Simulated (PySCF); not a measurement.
Species: C₆H₆P₂.
SMILES: `C=CC1=PC=CP=C1`

Torsions of this conformer, `[CH2:1]=[CH:2][c:3]1[cH:4][p:5][cH:6][cH:7][p:8]1`: C1–C2–C3–C4 10°.

The closed-shell ground state was solved at several levels (PySCF, density fitting, gas phase, non-relativistic). The structure is a single PBE0-D3(BJ)/def2-SVP conformer in the gas phase; no vibrational or solvent corrections.

```
              level  basis functions  HOMO (eV)  LUMO (eV)  gap (eV)  dipole (D)
CAM-B3LYP/def2-SVPD              216      -7.85      -1.36      6.49        0.16
      PBE0/pcSseg-1              180      -6.87      -2.42      4.45        0.26
```

Task: Estimate the row for KT2/pcSseg-1, a basis of 180 functions; the other rows only guide the guess.

Result: HOMO -6.04 eV, LUMO -3.09 eV, gap 2.95 eV, dipole 0.29 D.

Task: Over all these levels, which gives the widest orbital gap and which the narrowest?

Result: CAM-B3LYP/def2-SVPD (range-separated hybrid) has the widest, 6.49 eV, and KT2/pcSseg-1 (GGA) the narrowest, 2.95 eV. Functional and basis both differ between the two, so the spread mixes both effects.

Task: How far do the dipole and the HOMO energy spread over the levels?

Result: The dipole runs from 0.16 to 0.29 D (mean 0.24 D) and the HOMO from -7.85 to -6.04 eV.
